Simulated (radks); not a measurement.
All-electron atom: neutral aluminium in [He] 2s2 2p5.75 3s2 3p1.25 (fractional occupations, a model configuration).

All-electron calculation, scalar-relativistic Kohn-Sham, HCTH/407, spin-polarised, spherical densities, point nucleus; open shells are filled with parallel spins first. Program: a radial shooting solver on a logarithmic mesh with Libxc functionals.

Energy parts (eV):
total: -6590.654
kinetic: 6598.466
electron-nucleus: -15719.272
Hartree: 3031.883
exchange-correlation: -501.732

Orbitals (lengths in bohr, moments of r in powers of bohr; r(max) is where P^2 peaks):
| orbital | occ. | eigenvalue (eV) | <r> | <r^4> | <1/r> | r(max) |
|---|---|---|---|---|---|---|
| 1s up | 1 | -1516.570 | 0.1203 | 0.0009860 | 12.62 | 0.07848 |
| 1s down | 1 | -1516.148 | 0.1202 | 0.0009844 | 12.62 | 0.07847 |
| 2s up | 1 | -113.8393 | 0.6188 | 0.3911 | 2.364 | 0.4943 |
| 2s down | 1 | -113.0674 | 0.6201 | 0.3942 | 2.358 | 0.4950 |
| 2p up | 3 | -75.5154 | 0.5913 | 0.4433 | 2.242 | 0.4253 |
| 2p down | 2.75 | -74.6039 | 0.5935 | 0.4487 | 2.234 | 0.4265 |
| 3s up | 1 | -8.9363 | 2.450 | 81.80 | 0.5441 | 2.046 |
| 3s down | 1 | -7.6199 | 2.551 | 109.4 | 0.5349 | 2.024 |
| 3p up | 1.25 | -3.5405 | 3.134 | 265.4 | 0.4226 | 2.470 |
| 3p down | 0 | -2.7334 | 3.647 | 407.4 | 0.3647 | 2.601 |

The highest occupied level is 3p up at -3.541 eV. Spin moment in Bohr magnetons: 1.5. The density falls to 0.001 e/bohr^3 at r = 4.54 bohr. Summed over all electrons, <r^2> = 32.85 bohr^2, which gives a Langevin (diamagnetic) susceptibility term of -26 x 10^-6 cm^3/mol.
